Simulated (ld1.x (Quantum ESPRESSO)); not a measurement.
Which setting gave this result? (Hg, RRKJ)

Base potential:

Hg, norm-conserving RRKJ (Kleinman–Bylander form), made with ld1.x (Quantum ESPRESSO) 7.5 (PBE, scalar-relativistic). Core [Kr] 4d10 4f14 5s2, reference 5p6 5d10 6s2 6p0. Waves: 5p (bound): rc 1.85 bohr; 5d (bound): rc 1.65 bohr; 6s (bound): rc 2.20 bohr. Local part: the s channel. Core correction: none.

Cutoffs, loose and tight: the cutoffs (Ry, on a coarse ladder) from which the occupation-weighted sum of valence levels, in a spherical-Bessel basis at the reference potential, stays within 10 and 1 mRy of its value at 400 Ry. They do not see the model core or the augmentation charge, which bear on the density cutoff. Test errors are all-electron minus pseudo excitation energies from the reference, over the configurations 5p6 5d10 6s1 6p0; 5p6 5d10 6s0 6p0; 5p6 5d9 6s0 6p0; 5p6 5d10 6s1 6p1; 5p6 5d10 6s1.5 6p0; 5p6 5d9 6s2 6p1; 5p6 5d8 6s0 6p0; variants that change the core or the reference have their own tests. The largest error is taken over the tests solved by every variant that gives reliable tests at all, those not shown here included: 5p6 5d10 6s0 6p0; 5p6 5d10 6s1 6p0; 5p6 5d10 6s1.5 6p0; 5p6 5d8 6s0 6p0; 5p6 5d9 6s0 6p0; 5p6 5d9 6s2 6p1.

Only the p radius is moved (2 further runs of the sweep failed or gave no value and are left out):

```csv
p radius (bohr),"cutoff, loose","cutoff, tight",bound ghosts,largest test error (meV),median size of the test errors
1.24,100 Ry,160 Ry,none,-797,80.9 meV
1.4,70 Ry,110 Ry,none,-793,81.0 meV
1.68,45 Ry,70 Ry,none,-784,81.3 meV
2.06,45 Ry,70 Ry,none,-796,82.4 meV
2.82,45 Ry,70 Ry,none,-1191,158.8 meV
```

Q: One more run gave cutoff, loose: 45 Ry; cutoff, tight: 70 Ry; bound ghosts: none; largest test error (meV): -990; median size of the test errors: 112.7 meV. Which value of the p radius was used?

A: 2.54 bohr. The median size of the test errors moves one way along this sweep, from 80.9 meV at 1.24 to 158.8 meV at 2.82 bohr, which places the run between 2.06 and 2.82 bohr.
